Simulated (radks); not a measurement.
Task: Species: P7+. Configuration: [He] 2s2 2p4. Method: Dirac Kohn-Sham, PBE, spin-unpolarised, spherical densities, finite nucleus; open shells fill j = l - 1/2 first; Fermi nuclear charge, rms radius 3.1889 fm; computed with a radial shooting solver on a logarithmic mesh with Libxc functionals. Some entries of the table are withheld. Estimate them.

| orbital | occ. | eigenvalue (hartree) | <1/r> (bohr^-1) | <r^2> (bohr^2) |
|---|---|---|---|---|
| 1s1/2 | 2 | -83.87369 | 14.67 | 0.01439 |
| 2s1/2 | 2 | -12.37501 | 3.009 | 0.2819 |
| 2p1/2 | 2 | (1) | 2.931 | 0.2387 |
| 2p3/2 | 2 | (2) | 2.914 | 0.2405 |
| 3s1/2 | 0 | -4.18471 | (3) | 1.923 |
| 3p1/2 | 0 | (4) | 1.052 | 1.999 |
| 3p3/2 | 0 | (5) | 1.049 | 2.007 |
| 3d3/2 | 0 | -3.16322 | 0.9419 | 1.840 |
| 3d5/2 | 0 | -3.16215 | 0.9413 | 1.842 |

Result: 
(1) 2p1/2 eigenvalue (hartree): -10.74042
(2) 2p3/2 eigenvalue (hartree): -10.70010
(3) 3s1/2 <1/r> (bohr^-1): 1.102
(4) 3p1/2 eigenvalue (hartree): -3.73983
(5) 3p3/2 eigenvalue (hartree): -3.73200
